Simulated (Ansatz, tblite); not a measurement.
Removing and adding an electron: the cluster Ag3H4. The state is a doublet with charge 0. Geometry: PBE0-D4/def2-TZVP. Ansatz, gas phase; energy differences of separate SCF runs; the oxidised species is a singlet (the triplet lies 2.25 eV higher at PBE0-D4/def2-TZVP); the reduced species is a singlet (the triplet lies 1.13 eV higher at PBE0-D4/def2-TZVPD).

Cartesian coordinates in Å:
```
Ag -0.0373 1.6653 -1.1342
Ag -0.3029 -0.4884 0.4688
Ag 2.1272 0.0751 -0.9326
H -1.3261 0.9846 -0.1257
H -1.3572 -1.8145 1.8157
H -0.6686 -2.1453 1.7508
H 1.5648 1.7231 -1.8429
```

In the def2 sets Ag takes a core potential; there is no spin–orbit coupling. The xTB rows come from tblite. In the doublet, H5 and H6 lie 0.77 Å apart (atoms count from 1), so H2 has formed as a molecule. No other spin state of charge 0 was run. The structure comes from a short search, and lower isomers may exist.

(1) Estimate orbital energies and vertical ionisation energies and electron affinities at: GFN1-xTB; GFN2-xTB; PBE-D4/def2-TZVP; PBE-D4/def2-TZVPD; r2SCAN-D4/def2-TZVP; r2SCAN-D4/def2-TZVPD; PBE0-D4/def2-TZVP; PBE0-D4/def2-TZVPD.

## Answers

(1) 
```
               level  −HOMO (eV)  vertical IE (eV)  −LUMO (eV)  vertical EA (eV)  HOMO–LUMO gap (eV)  IE − EA (eV)                       remarks
            GFN1-xTB           –             11.71           –              5.28                   –          6.42                             –
            GFN2-xTB           –             11.09           –              6.01                   –          5.08                             –
    PBE-D4/def2-TZVP        4.08              6.47        3.58                 –                0.50             –                             –
   PBE-D4/def2-TZVPD        4.09                 –        3.59              1.49                0.50             –  HOMO above zero (-1 singlet)
 r2SCAN-D4/def2-TZVP        4.20              6.41        3.27                 –                0.94             –                             –
r2SCAN-D4/def2-TZVPD        4.22                 –        3.28              1.31                0.94             –  HOMO above zero (-1 singlet)
   PBE0-D4/def2-TZVP        4.61              6.31        2.63                 –                1.98             –                             –
  PBE0-D4/def2-TZVPD        4.62                 –        2.65              1.22                1.97             –  HOMO above zero (-1 singlet)
```

Relaxing the oxidised species (PBE0-D4/def2-TZVP) changes its energy by -0.81 eV at PBE0-D4/def2-TZVP, so the adiabatic ionisation energy to this nearest minimum is 5.50 eV. On the way the bond Ag2–Ag3 breaks. At PBE-D4/def2-TZVP it is 5.73 eV. In the charge 1 singlet, H5 and H6 lie 0.78 Å apart (atoms count from 1), so H2 has formed as a molecule.    A HOMO above zero means that the electron is unbound at that level or that self-interaction error raises the level; the energy of removing that electron tells which. HOMO and LUMO are the levels of the spin that leaves or enters (xTB has no such levels and no spin-polarisation term). Other spin states of the ions may lie lower, which would lower the ionisation energy or raise the affinity. Raw xTB energy differences between charge states are shifted by several eV; the methods need an empirical correction for them.
